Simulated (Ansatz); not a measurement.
`CC1[SiH2]B1F`, relaxed with RKS PBE-D4/def2-SVP in the Gaussian-basis code of Ansatz from a rough embedded geometry. The force threshold is 0.03 eV/Å; the program also tests the step.

The species carries charge 0 and has multiplicity 1.

Start:

```xyz
11

C     0.519   -1.111    0.681
C     0.436    0.326    0.300
Si   -1.206    0.887    0.007
B     0.268    0.621   -1.247
F     0.932    0.665   -2.580
H    -0.115   -1.811    0.022
H     0.269   -1.303    1.724
H     1.563   -1.491    0.487
H     1.088    0.988    0.894
H    -2.263   -0.096   -0.350
H    -1.492    2.326    0.063
```

Task: How much energy does the relaxation release, and in how many steps? (Estimate.)

Result: Ansatz gave: 136.65 kJ/mol, in 15 steps, 1 of them rejected.

Task: Which bonds change most? (An estimate is asked.)

Result: The calculation gave: C2–Si3 from 1.760 to 2.045 Å; B4–F5 from 1.490 to 1.331 Å; C2–B4 from 1.584 to 1.518 Å; C1–H6 from 1.152 to 1.108 Å.

Task: Give the relaxed structure. (An estimate is asked.)

Result: Computed: 
```xyz
11

C     0.734   -1.211    0.663
C     0.408    0.179    0.147
Si   -1.297    1.190   -0.357
B     0.333    0.655   -1.292
F     0.732    0.164   -2.463
H     0.387   -1.995   -0.039
H     0.265   -1.410    1.649
H     1.830   -1.344    0.783
H     0.676    0.998    0.853
H    -2.603    0.473   -0.583
H    -1.466    2.300    0.639
```
